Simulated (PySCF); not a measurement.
Compound: C5H11FNPSi2.
Numbering: `[CH3:1][P@:2]1(=[N:3][SiH3:4])[CH:5]=[C:6]([F:7])[CH:8]=[C:9]1[SiH3:10]`

NICS = −σ at a ghost point: NICS(0) at the centroid of the ring atoms, NICS(1) 1 Å to either side along the normal of their mean plane, zz for the tensor component along that normal. Level: GIAO PBE0/pcSseg-1 (PySCF, non-relativistic, gas phase) on the GFN2-xTB geometry, one conformer.

Ring bond lengths (Å), with Mayer bond orders in brackets: P2–C5 1.819 (0.85), C5–C6 1.339 (1.78), C6–C8 1.452 (1.07), C8–C9 1.341 (1.79), C9–P2 1.813 (0.86).

Question: What do the NICS probes read (ppm)?

Answer: 
| ring | type | NICS(0) | NICS(1), two faces | NICS(1)zz, two faces | rms pucker (Å) | centre to ring atoms, mean (Å) |
| --- | --- | --- | --- | --- | --- | --- |
| P2–C5–C6–C8–C9 | 5-membered ring with P; formal bonds 2 double, 3 single | -1.6 | -3.1 / -2.5 | 0.1 / 0.2 | 0.02 | 1.32 |

Question: What can be read from them?

Answer: 
- P2–C5–C6–C8–C9: mean NICS(1)zz 0.2 ppm, near zero. P2 has four or more neighbours, so the value isn't read as a sign of a π ring current.

Question: What is the mean of the two in-plane components of NICS at the second NICS(1) probe listed for ring P2–C5–C6–C8–C9, 1 Å off the ring?

Answer: The isotropic value is a third of the trace: (3 × -2.5 − (0.2))/2 = -3.9 ppm.
